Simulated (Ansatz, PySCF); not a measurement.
Gas-phase reaction (SMILES): N[Si](Cl)(Cl)Cl + [H][H] (H2) -> Cl[SiH](Cl)Cl [trichlorosilane] + N (NH3); hydrogen cleaves one Si-N bond, a model of a ligand-exchange step.

Structures are relaxed separately at B3LYP-D3(BJ)/def2-TZVP in Ansatz (a first-principles code), one conformer each, not searched for the lowest. Valence correlation only, unless marked. No spin-orbit coupling. Non-relativistic. CBS marks a two-point X^-3 extrapolation of the correlation energy; Hartree-Fock from the larger set. The bracket is a focal-point correction in the basis named. Thermal terms are rigid-rotor harmonic-oscillator values from B3LYP-D3(BJ) frequencies (Ansatz or PySCF) at 298.15 K and 1 atm. 1 Eh = 627.5095 kcal/mol.

```json
[
 {"species": "N[Si](Cl)(Cl)Cl", "E, RI-MP2/CBS(aug-cc-pV(T+d)Z,aug-cc-pV(Q+d)Z)+[CCSD(T)-MP2]/aug-cc-pV(T+d)Z (Ansatz) (Eh)": "-1724.50925", "E, PBE-D3(BJ)/def2-TZVPD (Ansatz + dftd3) (Eh)": "-1725.55708", "H - E (Eh)": "0.03959", "G - E (Eh)": "-0.00133"},
 {"species": "[H][H] (H2)", "E, RI-MP2/CBS(aug-cc-pV(T+d)Z,aug-cc-pV(Q+d)Z)+[CCSD(T)-MP2]/aug-cc-pV(T+d)Z (Ansatz) (Eh)": "-1.17524", "E, PBE-D3(BJ)/def2-TZVPD (Ansatz + dftd3) (Eh)": "-1.16598", "H - E (Eh)": "0.01336", "G - E (Eh)": "-0.00144"},
 {"species": "Cl[SiH](Cl)Cl", "E, RI-MP2/CBS(aug-cc-pV(T+d)Z,aug-cc-pV(Q+d)Z)+[CCSD(T)-MP2]/aug-cc-pV(T+d)Z (Ansatz) (Eh)": "-1669.15862", "E, PBE-D3(BJ)/def2-TZVPD (Ansatz + dftd3) (Eh)": "-1670.19619", "H - E (Eh)": "0.02027", "G - E (Eh)": "-0.01548"},
 {"species": "N (NH3)", "E, RI-MP2/CBS(aug-cc-pV(T+d)Z,aug-cc-pV(Q+d)Z)+[CCSD(T)-MP2]/aug-cc-pV(T+d)Z (Ansatz) (Eh)": "-56.50756", "E, PBE-D3(BJ)/def2-TZVPD (Ansatz + dftd3) (Eh)": "-56.51114", "H - E (Eh)": "0.03799", "G - E (Eh)": "0.01614"}
]
```

Q: Work out ΔE and ΔH, ΔG, ΔS and the equilibrium constant at 298.15 K at the first level, then ΔH at the second.

A: 
1. ΔE = [(-1669.15862) + (-56.50756)] - [(-1724.50925) + (-1.17524)] = 0.01831 Eh = 11.5 kcal/mol at RI-MP2/CBS(aug-cc-pV(T+d)Z,aug-cc-pV(Q+d)Z)+[CCSD(T)-MP2]/aug-cc-pV(T+d)Z.
2. The terms H - E add up to 0.00531 Eh, so ΔH = (0.01831 + (0.00531))×627.5095 = 14.8 kcal/mol.
3. The terms G - E add up to 0.00343 Eh, so ΔG = 13.6 kcal/mol, and ΔS = (0.00531 - (0.00343))×627509.5/298.15 = 4.0 cal/(mol K).
4. log10 K = -ΔG/(RT ln 10) = -10.0, with RT ln 10 = 1.3642 kcal/mol.
5. At PBE-D3(BJ)/def2-TZVPD the same steps give ΔE = 9.9 and ΔH = 13.2 kcal/mol, a shift of -1.6 from the first level.
6. These values are not checked against measurement here, since the tables used lack a sound gas-phase enthalpy of formation for at least one species.
